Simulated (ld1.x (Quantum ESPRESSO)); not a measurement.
# Pseudopotential generation for cadmium (Cd): PAW, PBEsol, fully relativistic.

ld1.x (Quantum ESPRESSO) 7.5 input, shortened:

```
&input
   title='Cd', zed=48., rel=2, dft='PBESOL', iswitch=3,
   config='[Kr] 4d10 5s0 5p0', rel_dist='average'
 /
 &inputp
   pseudotype=3, lpaw=.true., tm=.true., lloc=-2, rcloc=1.15,
   nlcc=.true., new_core_ps=.true., rcore=0.60,
   which_augfun='PSQ', rmatch_augfun_nc=.true.
 /
6
4S  1  0   2.00   0.00  1.25  1.35  0.0
5S  2  0   0.00   0.00  1.25  1.35  0.0
4P  2  1   6.00   0.00  1.45  1.60  0.0
5P  3  1   0.00   0.00  1.45  1.60  0.0
4D  3  2  10.00   0.00  1.55  2.00  0.0
4D  3  2   0.00   1.25  1.55  2.00  0.0
 &test
   configts(1)='4s2 4p6 4d10 5s0 5p0'
 /
```

Open shells are filled in proportion to 2j + 1 (rel_dist='average').

All-electron outer shells of the reference configuration (PBEsol, scalar-relativistic, ld1.x):

```csv
shell,level (eV),outermost node (bohr),outermost maximum (bohr)
3d,-412.40,–,0.27
4s,-124.71,0.43,0.79
4p,-85.82,0.43,0.84
4d,-30.44,0.42,0.98
5s,-21.22,1.06,2.15
5p,-14.43,1.18,2.60
```

(1) Tests: 4s2 4p6 4d10 5s2 5p0; 4s2 4p6 4d10 5s1 5p0; 4s2 4p6 4d9 5s0 5p0; 4s2 4p6 4d9 5s2 5p1; 4s2 4p6 4d10 5s0 5p2; 4s2 4p5 4d10 5s2 5p0; 4s1 4p6 4d10 5s2 5p0. Which has the largest error in its energy relative to the reference configuration, and how large is it?

The ghost test of this file was not conclusive.

Results:

(1) 4s2 4p5 4d10 5s2 5p0, with +86 meV (all-electron minus pseudo) on +47.87 eV.
